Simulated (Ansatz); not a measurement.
Coupled-cluster run, Cl2HHfIO (`[OH][Hf]([Cl])([Cl])[I]`).

```yaml
crystal:
  periodic: [false, false, false]
  atoms:
    - {symbol: O, position_ang: [-0.292155, 0.190430, 1.445084]}
    - {symbol: Hf, position_ang: [0.082907, -0.129668, -0.367567]}
    - {symbol: Cl, position_ang: [2.101965, -1.286610, -0.536807]}
    - {symbol: Cl, position_ang: [-1.633213, -1.415308, -1.287320]}
    - {symbol: I, position_ang: [0.262668, 2.240683, -1.667250]}
    - {symbol: H, position_ang: [-0.480073, 0.336473, 2.367661]}
basis:
  gaussian: {orbitals: def2-SVP}
correlation: {method: ccsd_t}
```

```sh
$ ansatz run in.yaml --threads 4 --pin off --events-out ev --progress --plain
```

Log, shortened:

```
Functional definition: HF
1155 factors; integrals over basis functions are off by at most 8.4e-4 eV
mean field evaluation 1: about -36419.3117 eV, gradient 4.2e1 eV
mean field evaluation 2: about -36419.4203 eV, gradient 4.3e1 eV
mean field evaluation 4: about -36423.4850 eV, gradient 2.3e0 eV
mean field evaluation 8: about -36423.5241 eV, gradient 1.7e-1 eV
mean field -36423.52425845 eV, -1338.5398277466 hartree, gradient 3.2e-6 eV, S^2 0.000000; 0 other end points of the search recorded, 0 dependent functions left out
15 core orbitals not correlated: weight in the atoms' cores, before any rotation towards them, 1.000 or more for the frozen orbitals, at most 0.000 for the correlated occupied ones
reference -36423.52425845 eV, -1338.5398277466 hartree; 25, 25 occupied and 73, 73 virtual orbitals, 1155 factors
second order -21.43658785 eV of doubles, -0.00000000 eV of singles
cycle   1  -21.47667568 eV  change   -4.0e-2 eV  update   1.5e-1
cycle   2  -21.97044346 eV  change   -4.9e-1 eV  update   5.4e-2
cycle   3  -22.11622838 eV  change   -1.5e-1 eV  update   2.6e-2
cycle   4  -22.10873652 eV  change    7.5e-3 eV  update   6.1e-3
cycle   5  -22.10377331 eV  change    5.0e-3 eV  update   2.0e-3
cycle   6  -22.10378783 eV  change   -1.5e-5 eV  update   6.7e-4
cycle   7  -22.10369791 eV  change    9.0e-5 eV  update   2.7e-4
cycle   8  -22.10368070 eV  change    1.7e-5 eV  update   8.3e-5
cycle   9  -22.10372412 eV  change   -4.3e-5 eV  update   2.6e-5
perturbative correction -0.65793142 eV, -0.0241785336 hartree
Total energy: -36446.28591399 eV, -1339.3763031591 hartree
```

Run time 12 s (4 threads of a server CPU on a shared host); peak host memory 0.66 GiB.

The correlation energy is -22.762 eV, 2.9 % of it from (T); the T1 diagnostic reads 0.0142.
